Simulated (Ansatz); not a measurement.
Basis sets compared for GaH2(SMe) (CH5GaS). Charge 0, multiplicity 1. Geometry PBE0-D4/def2-TZVP. Ansatz on 4 threads of Arm Neoverse V2 on a shared host; times are rough, and most runs start from earlier orbitals.

```xyz
8

Ga   -0.297   -0.314    1.707
H     0.227   -1.728    1.289
H    -0.762    0.132    3.127
S    -0.387    1.196    0.131
C     0.214    0.307   -1.336
H     0.536   -0.704   -1.086
H     1.055    0.856   -1.758
H    -0.586    0.256   -2.074
```

The 6-31G sets use Cartesian d functions. B3LYP takes the VWN-RPA correlation.

Binding counts from free atoms (Ga doublet, H doublet, S triplet, C triplet) in the same basis, without a counterpoise term.

```csv
level,functions,energy (Eh),HOMO (eV),LUMO (eV),binding per atom (eV),wall time
HF/STO-3G,37,-2334.3883,-7.04,5.03,–,0.15 s
HF/6-31G,61,-2361.1714,-9.75,1.06,2.16,0.3 s
PBE-D4/def2-SVP,89,-2363.2479,-5.95,-2.02,3.18,0.65 s
PBE-D4/def2-TZVP,146,-2363.6821,-6.01,-2.11,3.18,1.1 s
r2SCAN-D4/def2-TZVP,146,-2364.1397,-6.24,-1.86,3.18,2.5 s
B3LYP-D4/6-31G,61,-2363.8525,-6.89,-1.64,3.05,0.7 s
B3LYP-D4/def2-TZVP,146,-2364.2868,-6.90,-1.60,3.14,1.5 s
PBE0-D4/def2-SVP,89,-2363.3335,-7.08,-1.28,3.16,0.9 s
PBE0-D4/def2-TZVP,146,-2363.7635,-7.12,-1.35,3.15,1.4 s
```

Problem. Estimate the rows for PBE-D4/def2-TZVPD, r2SCAN-D4/def2-TZVPD, PBE0-D4/def2-TZVPD.

Solution. 
```tsv
level	functions	energy (Eh)	HOMO (eV)	LUMO (eV)	binding per atom (eV)	wall time
PBE-D4/def2-TZVPD	182	-2363.6833	-6.04	-2.15	3.18	1.9 s
r2SCAN-D4/def2-TZVPD	182	-2364.1407	-6.26	-1.88	3.18	3.6 s
PBE0-D4/def2-TZVPD	182	-2363.7645	-7.14	-1.39	3.15	2.3 s
```
